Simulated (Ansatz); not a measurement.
A nudged elastic band was laid between two geometries of FGeH3 + H2Se (8 atoms, charge 0, multiplicity 1).

All numbers below come from Ansatz, RKS B3LYP-D4/def2-SVP.

```
movable images  : 5
climbing image  : yes
spring          : 5.0 eV/Å²
optimiser       : quadratic models (default)
start path      : through a guess of the saddle point
force threshold : 0.5 eV/Å
iteration limit : 60
end points      : relaxed
```

Image 0:

```xyz
8
Properties=species:S:1:pos:R:3
Ge -0.738 -0.218 -1.326
F -0.319 -1.288 0.012
H -0.367 1.202 -0.872
H -2.248 -0.399 -1.554
H 0.097 -0.699 -2.524
H 0.440 -0.272 1.736
Se 0.887 0.877 2.546
H 2.248 0.798 1.982
```

Image 6:

```xyz
8
Properties=species:S:1:pos:R:3
Ge -0.387 0.516 -0.821
F -0.150 -2.233 0.768
H -0.340 1.868 -1.560
H -1.829 0.007 -0.707
H 0.551 -0.501 -1.482
H 0.106 -1.468 1.250
Se 0.311 0.857 1.456
H 1.738 0.955 1.094
```

Q: Which bonds break or form, and what moves?

A: Bonds broken: Ge1–F2, H6–Se7. Bonds formed: Ge1–Se7, F2–H6. FGeH3 + H2Se becomes FH + GeH4Se.

Q: Give the energies along the band, and the barrier.

A: The run converged. The highest image is number 3 of 0 to 6, 132.7 kJ/mol above the first end and 135.0 kJ/mol above the last; the last end lies 2.4 kJ/mol below the first. The threshold of 0.5 eV/Å is loose, so the images may lie well off the minimum-energy path. The order of the stationary point at the top wasn't checked. The orbitals stay closed-shell, which can raise the energy where a bond breaks towards radicals; this wasn't checked here.

```json
{"image": "0", "path coordinate (Å)": "0.00", "energy (kJ/mol)": "0.0", "Ge1–F2 (Å)": "1.76", "H6–Se7 (Å)": "1.48", "Ge1–Se7 (Å)": "4.34"}
{"image": "1", "path coordinate (Å)": "0.63", "energy (kJ/mol)": "4.9", "Ge1–F2 (Å)": "1.76", "H6–Se7 (Å)": "1.48", "Ge1–Se7 (Å)": "3.93"}
{"image": "2", "path coordinate (Å)": "1.25", "energy (kJ/mol)": "46.6", "Ge1–F2 (Å)": "1.78", "H6–Se7 (Å)": "1.50", "Ge1–Se7 (Å)": "3.46"}
{"image": "3", "path coordinate (Å)": "1.88", "energy (kJ/mol)": "132.7", "Ge1–F2 (Å)": "1.98", "H6–Se7 (Å)": "1.76", "Ge1–Se7 (Å)": "3.06"}
{"image": "4", "path coordinate (Å)": "2.50", "energy (kJ/mol)": "81.3", "Ge1–F2 (Å)": "2.32", "H6–Se7 (Å)": "1.96", "Ge1–Se7 (Å)": "2.68"}
{"image": "5", "path coordinate (Å)": "3.12", "energy (kJ/mol)": "14.3", "Ge1–F2 (Å)": "2.74", "H6–Se7 (Å)": "2.16", "Ge1–Se7 (Å)": "2.46"}
{"image": "6", "path coordinate (Å)": "3.74", "energy (kJ/mol)": "-2.4", "Ge1–F2 (Å)": "3.18", "H6–Se7 (Å)": "2.34", "Ge1–Se7 (Å)": "2.41"}
```

Q: What is the geometry of the highest image?

A: 
```xyz
8
Properties=species:S:1:pos:R:3:forces:R:3
Ge -0.513 0.045 -0.927 -0.09 -0.19 -0.14
F -0.259 -1.431 0.373 -0.16 -0.20 -0.22
H -0.381 1.572 -0.948 -0.05 0.00 -0.15
H -1.995 -0.376 -1.080 0.17 0.13 0.00
H 0.449 -0.630 -1.927 -0.05 0.14 0.08
H 0.107 -0.738 1.219 0.37 0.43 0.44
Se 0.578 0.850 1.815 -0.01 -0.23 0.05
H 2.014 0.707 1.474 -0.17 -0.07 -0.07
```

The run took 44 s on 2 threads of AMD EPYC 9R14 (Zen 4), with other jobs on the host, peak memory 0.28 GiB.
